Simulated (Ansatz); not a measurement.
Isolated molecules relaxed with PBE0-D4/def2-TZVP in Ansatz; ΔE leaves out vibrations. CCSD(T)/CBS adds triple-zeta CCSD(T) − MP2 to the extrapolated MP2 energy (def2 sets, frozen cores). DFT in def2-TZVPP. def2 core potentials past Kr. For Br, Sn outer-core shells are correlated without core-valence functions, which leaves a few kJ/mol of doubt a bond. Scalar relativity is left out up to krypton. One conformer a species, not always the lowest.

Consider the redistribution: `CB(N)O[SiH3]` + `F[CH2][SnH2][Br]` → `NB(Br)O[SiH3]` + `[CH3][SnH2][CH2]F`.

(1) Is it downhill or uphill in electronic energy at CCSD(T)/CBS, and by how much? (Estimate.)

(2) What do these levels give: LDA (SPW92), BHLYP-D4, r2SCAN0, LC-ωPBE, RPA@PBE/def2-TZVPP, CCSD(T)/def2-SVP? (An estimate is asked.)

Largest T1 diagnostic among the species: 0.012.

Results:

(1) Ansatz gave: Uphill: ΔE = +10.1 kcal/mol.

(2) The calculation gave: LDA (SPW92) 10.0, BHLYP-D4 12.8, r2SCAN0 11.7, LC-ωPBE 10.9, RPA@PBE/def2-TZVPP 7.9, CCSD(T)/def2-SVP 10.4 kcal/mol.

In def2-TZVPP, CCSD(T) changes the Hartree–Fock value by −6.0 kcal/mol (the triples alone add −0.8 kcal/mol) and MP2 by −7.0 kcal/mol. Leaving LDA and LC-ωPBE aside and taking each functional with its dispersion term where it has one, the values, not all of them listed here, spread over 2.4 kcal/mol, from PBE-QIDH to BHLYP-D4. LDA lies −0.8 kcal/mol from PBE without D4. From BLYP to BHLYP (50 % exact exchange), in def2-TZVPP and without D4, ΔE moves by +1.4 kcal/mol.
